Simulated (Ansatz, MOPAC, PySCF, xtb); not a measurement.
Noncovalent pair: F2H2Si (SMILES F[SiH2]F) (first 5 atoms) with HF (SMILES F); geometry from B3LYP-D3(BJ)/def2-TZVP, rigid monomers moved along the line of their centres of mass till F3···H7 is 2.60 Å.
(charge 0, multiplicity 1):
```csv
atom,x (Å),y (Å),z (Å)
F,0.6569,0.0164,-1.4508
Si,0.0794,-0.3877,-0.0273
F,0.6496,0.6904,1.0242
H,-1.3818,-0.2644,-0.0483
H,0.6058,-1.7036,0.3495
F,-0.5053,-0.0269,4.1626
H,-0.0279,0.4516,3.5230
```

Monomers are frozen at their geometry in the pair; levels with a basis set take the counterpoise correction. Rows marked so take none.

Rows in 3-21G carry no dispersion term and start afresh at each structure. The state that AM1 reach isn't checked.

Codes used: Ansatz (Gaussian basis) for Hartree–Fock, density functionals and correlated methods; MOPAC for AM1 (differences of heats of formation); PySCF for 3-21G rows, the dispersion terms; xtb for the GFN methods. Values without a source in brackets are computed.

Question: One of these levels gives -9.4 kJ/mol for the interaction energy. Which?
A. r2SCAN-D3(BJ)/def2-TZVPPD
B. GFN-FF
C. AM1
D. HF/3-21G (no counterpoise)

Answer: A, r2SCAN-D3(BJ)/def2-TZVPPD. The others give -10.7 (GFN-FF), -6.4 (AM1), -15.7 (HF/3-21G (no counterpoise))

Ansatz is a program for electronic structure.
